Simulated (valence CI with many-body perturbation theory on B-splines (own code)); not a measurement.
Sensitivity of CI+MBPT for Si IX

Calculated by valence CI with perturbative core correlation (CI+MBPT): four valence electrons over a frozen Dirac-Fock core [He], a basis of 6 s, 6 p, 5 d, 3 f, 1 g functions for each j, with the one-electron correlation potential Σ1 (screened to all orders), the two-electron term Σ2, the three-electron term Σ3, Breit, model QED; selected single and double excitations, second order for the rest, scaled by the run's own slope (own B-spline code, finite nucleus).

No measured spectrum was set against this ion. As an estimate, levels of excited configurations hold to 0.05 to 0.15 % of their energy, terms of the ground configuration to about 0.5 %.

The reference run has the lowest level 2s2.2p2 3P_0 and an ionisation energy of 351.173 eV. Its largest variational space holds 11161 state functions.

| Level | Reference (cm⁻¹) | Shift (cm⁻¹) |
| --- | --- | --- |
| 2s2.2p2 3P_1 | 2538 | +144 |
| 2s2.2p2 3P_2 | 6407 | +613 |
| 2s2.2p2 1D_2 | 53265 | +490 |
| 2s2.2p2 1S_0 | 108326 | +247 |
| 2s.2p3 5S°_2 | 149798 | +644 |
| 2s.2p3 3D°_3 | 292399 | +935 |
| 2s.2p3 3D°_2 | 292457 | +592 |
| 2s.2p3 3D°_1 | 292600 | +512 |
| 2s.2p3 3P°_1 | 344368 | +547 |
| 2s.2p3 3P°_0 | 344417 | +405 |
| 2s.2p3 3P°_2 | 344479 | +616 |
| 2s.2p3 1D°_2 | 441078 | +745 |

The ionisation energy moves by +0.081 eV.

Which of these changes was made?
A. orbitals per symmetry with explicit Σ2 and valence Breit (the others get mean screening factors) 5 → 7
B. Breit term on → off; QED terms on → off
C. correlating orbitals by l 3 3 3 2 1 → 6 2 1 1 1

B. Breit term on → off; QED terms on → off.
